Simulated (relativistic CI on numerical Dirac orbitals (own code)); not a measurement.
## Rh²⁺: L2,3 absorption edge

Computed with this model: Dirac-Coulomb-Breit CI, KLI orbitals optimised for each configuration, model QED, valence Slater integrals scaled by 0.8, multiplet model of core-to-valence dipole absorption; configurations [Kr] 4d7 → [He] 2s2 2p5 3s2 3p6 3d10 4s2 4p6 4d8; 300 K; Lorentzian 1.6 eV and Gaussian 0.5 eV FWHM. Energies are those of the free ion, without screening or charge transfer. The branching ratio is the share of the lower-energy edge in the whole absorption, uncertain by about 0.02 where the edges overlap. S is read from ⟨S²⟩ = S(S + 1).

Field parameters in Wybourne normalisation: D4h B²₀ = −7Ds, B⁴₀ = 21(Dq − Dt), B⁴₄ = 21√(5/14) Dq; Oh B⁴₀ = 21Dq, B⁴₄ = √(5/14) B⁴₀; Td as Oh with Dq negative (B⁴₀ = 21Dq, B⁴₄ = √(5/14) B⁴₀). The field is a parameter set, without covalency.

Computed curve for Td, 10Dq = -12000 cm⁻¹, scaled to 100 at the maximum (points under 2 are left out and the grid is thinned):

```tsv
Energy (eV)	Intensity
3000.00	2.2
3000.25	2.4
3000.75	2.8
3001.00	3.1
3001.25	3.5
3001.75	4.3
3002.00	4.9
3002.25	5.6
3002.75	7.4
3003.00	8.7
3003.25	10.3
3003.75	15.3
3004.00	19.2
3004.25	24.5
3004.75	42.7
3005.00	56.8
3005.25	73.8
3005.75	100.0
3006.00	98.6
3006.25	87.1
3006.75	56.3
3007.00	44.4
3007.25	35.6
3007.75	24.3
3008.00	20.6
3008.25	17.7
3008.75	12.8
3009.00	10.8
3009.25	9.1
3009.75	6.5
3010.00	5.6
3010.50	4.2
3010.75	3.7
3011.00	3.3
3011.50	2.7
3011.75	2.4
3012.00	2.2
3145.25	2.2
3145.50	2.5
3145.75	2.9
3146.25	4.2
3146.50	5.1
3146.75	6.4
3147.25	10.6
3147.50	14.2
3147.75	19.0
3148.25	31.1
3148.50	34.9
3148.75	34.6
3149.25	24.6
3149.50	18.9
3149.75	14.4
3150.25	9.2
3150.50	7.8
3150.75	6.8
3151.25	5.4
3151.50	4.6
3151.75	3.9
3152.25	2.6
3152.50	2.2
```

The ground state has S = 1.49, and the centroid lies at 3042.21 eV.
